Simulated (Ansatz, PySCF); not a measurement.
C₂H₃Cl₃F₂Si₂, SMILES F[SiH](F)/C=C/[Si](Cl)(Cl)Cl.

Coordinates come from a r2SCAN-D4/def2-SVP optimisation. The structure was generated by enumeration; whether it is a known compound was not checked. One conformer was computed; it need not be the lowest.

Vertical ionisation energy (IE) and electron affinity (EA) in eV. Rows of orbital energies are one-electron estimates. Where ΔSCF, EOM or ADC give a negative EA the extra electron is unbound and the value depends on the basis.

```csv
level,IE,EA
"−ε(HOMO), −ε(LUMO), PBE/def2-SVP (PySCF)",7.66,2.87
"ΔSCF, PBE0/def2-SVPD (Ansatz), final states of multiplicity 2 and 2",10.88,0.60
```

Q: What vertical singlet–triplet gap does ΔSCF give with PBE0/def2-SVPD (Ansatz, a program for electronic structure)? (The exact figures need the calculation; the answer reports its results.)

A: 3.82 eV (triplet above singlet where positive).
